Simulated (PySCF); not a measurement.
## Telling isomers of C$_{8}$H$_{13}$OP apart by NMR

One averaged value for each set of equivalent atoms, non-relativistic Hamiltonian, one conformer, isolated molecule. Geometry: GFN2-xTB; GIAO PBE0/pcSseg-1 shieldings; PySCF 2.14.

Chemical shifts δ = σref − σ; TMS for ¹H (σref 31.72), ¹³C (σref 186.93), all at this level. Splittings of carbon signals by F and P are missing where no couplings were computed. Where no couplings were computed, multiplicities follow the n + 1 count of equivalent neighbours, and m marks all less simple cases (inequivalent or close neighbours, rings, F or P nearby). Shifts are as computed. Against solution values, carbons near 30 ppm lie about +3 ppm off and those near 130 ppm about +5 ppm. Of 1211 compounds with measured shifts, 218 miss one by over three times the rms of a fit or turn the order of signals round; such compounds aren't used in these exercises.

(1) Tabulate the signals of `C=CP(=O)(C=C)C1CCC1`, `C#C[P@]1(=O)CC[C@@H](C)CC1` and their relative energies.

(2) What is the quickest way to tell C=CP(=O)(C=C)C1CCC1 from C#C[P@]1(=O)CC[C@@H](C)CC1?

## Answers

(1) 
```json
{"SMILES": "C=CP(=O)(C=C)C1CCC1", "carbon types": "3×CH 5×CH2", "δC": "142.0, 140.4, 34.2, 19.1, 18.6", "δH": "6.80 (m, 2H), 6.49 (m, 2H), 6.11 (m, 2H), 2.60 (m, 2H), 2.38 (m, 1H), 2.19 (m, 1H), 2.01 (m, 1H), 1.87 (m, 2H)", "E rel. (kcal/mol)": "12.6"}
{"SMILES": "C#C[P@]1(=O)CC[C@@H](C)CC1", "carbon types": "1×C 2×CH 4×CH2 1×CH3", "δC": "96.0, 86.6, 38.2, 36.6, 32.0, 25.6", "δH": "2.26 (m, 1H), 2.18 (m, 2H), 1.80 (m, 2H), 1.76 (m, 2H), 1.45 (m, 2H), 1.11 (m, 1H), 1.00 (m, 3H)", "E rel. (kcal/mol)": "0.0"}
```

Energies are electronic energies at PBE0/pcSseg-1 on these geometries, without zero-point or thermal terms, each for the one conformer computed, which needn't be the lowest.

(2) Count the carbon signals: 5 against 6. The first has a terminal =CH2 carbon at 142.0 ppm, the second an alkyne carbon (C) at 86.6 ppm. Their most deshielded carbons lie at 142.0 and 96.0 ppm. In the proton spectra the most deshielded non-exchanging signals are 6.80 (m, 2H) and 2.26 (m, 1H).
